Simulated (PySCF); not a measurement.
Hf(Cl)2(OSiH3) (Cl₂H₃HfOSi), SMILES [SiH3][O][Hf+]([Cl])[Cl], charge +1, multiplicity 1. Atoms are numbered in the order given.

```xyz
8

Hf    -0.3717     0.3902     0.0000
Cl    -1.1616    -0.6895     1.8696
Cl    -1.1616    -0.6895    -1.8696
O      1.4745     0.1927     0.0000
Si     3.1388    -0.3439     0.0000
H      3.2929    -1.1404    -1.2376
H      3.2929    -1.1404     1.2376
H      3.9328     0.9050     0.0000
```
Charge +1, spin multiplicity 1.

Geometry optimised at B3LYP-D3(BJ)/def2-SVP. The spin state was assumed, not searched. The isomer is the one that the SMILES or the coordinates give; other isomers of the formula were not compared. The def2 effective core potentials stand for the cores of Hf; spin–orbit coupling is left out. The values are those of a single conformer.

Method: M06-2X/def2-TZVP (PySCF).

Atomic charges (e):

| atom | Löwdin | Mulliken |
|---|---|---|
| Hf1 | ? | 1.49 |
| Cl2 | 0.20 | -0.17 |
| Cl3 | 0.20 | -0.17 |
| O4 | ? | -0.56 |
| Si5 | ? | 0.31 |
| H6 | -0.02 | 0.04 |
| H7 | -0.02 | 0.04 |
| H8 | -0.02 | 0.03 |

Question: Some entries are withheld; supply them. (Estimate from the structure and the level; the computed values follow.)

Answer: 
- Hf1, Löwdin: 0.53
- O4, Löwdin: -0.16
- Si5, Löwdin: 0.29
